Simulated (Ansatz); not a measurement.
```yaml
crystal:
  periodic: [false, false, false]
  atoms:
    - {symbol: Al, position_ang: [1.225476, 0.274965, 1.496948]}
    - {symbol: Al, position_ang: [-1.370839, -0.862402, 1.094129]}
    - {symbol: Al, position_ang: [2.165299, -0.754239, -1.000405]}
    - {symbol: Al, position_ang: [-0.842610, 1.812137, 0.314029]}
    - {symbol: Al, position_ang: [-0.597283, -1.964227, -1.429040]}
    - {symbol: As, position_ang: [0.800026, -2.110006, 0.800922]}
    - {symbol: As, position_ang: [1.490417, 1.837889, -0.536560]}
    - {symbol: As, position_ang: [-2.147989, 0.243991, -1.101559]}
    - {symbol: As, position_ang: [-0.863539, 1.039391, 2.630183]}
    - {symbol: As, position_ang: [0.141042, 0.482500, -2.268658]}
basis:
  gaussian: {orbitals: def2-TZVP, initial_orbitals: start.molden}
total_charge: -1
magnetization: {spin_polarized: true, initial_magnetization: 1}
hamiltonian: {xc: pbe0, dispersion: d4}
scf: {omitted_lower_state_checks: [starts]}
output: {orbitals: {seedname: orbitals}}
```

The file start.molden holds the orbitals of an earlier run on this structure, at another level or in another basis.

```sh
$ ansatz run in.yaml --threads 4 --pin off --events-out ev --progress --plain --max-ram 6963MiB
```

Q: Does this run fit into the memory that it is given?

A: No. It has 425 basis functions, and Ansatz plans for 9 GiB where 7 GiB are given.
